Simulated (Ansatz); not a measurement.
The cluster Al₂Te₂, relaxed as a singlet with RKS B3LYP-D4/def2-SVP in Ansatz, starting from the GFN2-xTB geometry. Force threshold 0.02 eV/Å.

In the def2 sets Te takes a core potential; there is no spin–orbit coupling. Another isomer (singlet) lies 0.66 eV lower at PBE0-D4/def2-TZVP; other spin states weren't run for this one.

Start:

```xyz
4

Al   -0.2029   -0.4172    1.6712
Al    0.4059    1.6807    0.2238
Te    1.1679   -0.2610   -1.3239
Te   -1.3709   -1.0025   -0.5711
```

| step | energy (eV) | largest force component (eV/Å) | SCF passes |
| --- | --- | --- | --- |
| 1 | -27783.7538 | 1.135 | 15 |
| 2 | -27783.8577 | 0.766 | 21 |
| 3 | -27783.9344 | 0.173 | 21 |
| 4 | -27783.9506 | 0.071 | 21 |
| 5 | -27783.9577 | 0.067 | 21 |
| 6 | -27784.0521 | 0.195 | 19 |
| 7 | -27784.0817 | 0.371 | 21 |
| 8 | -27784.1539 | 0.255 | 19 |
| 9 | -27784.2367 | 0.109 | 24 |
| 10 | -27784.2471 | 0.033 | 19 |
| 11 | -27784.2484 | 0.008 | 21 |

Force components are those of the run's own axes.

End:

Cartesian coordinates in Å:
```
Al 0.115 -1.322 1.726
Al 0.010 2.110 -0.538
Te 1.336 -0.434 -0.713
Te -1.461 -0.353 -0.474
```

Bonds formed: Al1–Te3, Al2–Te4 (atoms count from 1). Metal–metal contacts that move far: Al1–Al2 2.62 to 4.11 Å.

No frequencies were taken in this run, so the end may be a saddle point.

Hardware: 4 threads of Arm Neoverse V1 on a shared host. Wall time 14 s.
